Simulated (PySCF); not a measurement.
The same gas-phase reaction for F, Cl, Br, I:
- GaF₃ + H₂ → GaF + 2 HF
- GaCl₃ + H₂ → GaCl + 2 HCl
- GaBr₃ + H₂ → GaBr + 2 HBr
- GaI₃ + H₂ → GaI + 2 HI

Method: PySCF energies (xtb for GFN2) plus ideal-gas RRHO corrections (1 bar). † marks an energy on the PBE0/def2-TZVP geometry and frequencies; other levels use their own. CCSD(T) freezes the core. All species are closed-shell singlets. I: scalar-relativistic def2 core potential, no spin-orbit coupling. Br, Ga: all electrons, no relativistic terms. CCSD(T) isn't extrapolated to the basis-set limit.

ΔH°(298 K) in kJ, by level:

| level | F | Cl | Br | I |
|---|---|---|---|---|
| ωB97M-V/def2-TZVP† | 118.5 | 192.3 | (withheld) | 220.0 |
| CCSD(T)/def2-TZVPP† | 129.2 | 200.8 | (withheld) | 234.4 |
| M06-2X/def2-TZVP† | 147.6 | 223.9 | (withheld) | 254.1 |
| PBE/def2-SVP | 150.3 | 189.9 | (withheld) | 203.8 |
| GFN2-xTB | 116.3 | 221.9 | 185.1 | 186.2 |

**Question.** Complete the blanks.

**Answer.** 
- ωB97M-V/def2-TZVP†, Br: 211.6
- CCSD(T)/def2-TZVPP†, Br: 224.7
- M06-2X/def2-TZVP†, Br: 245.4
- PBE/def2-SVP, Br: 194.1
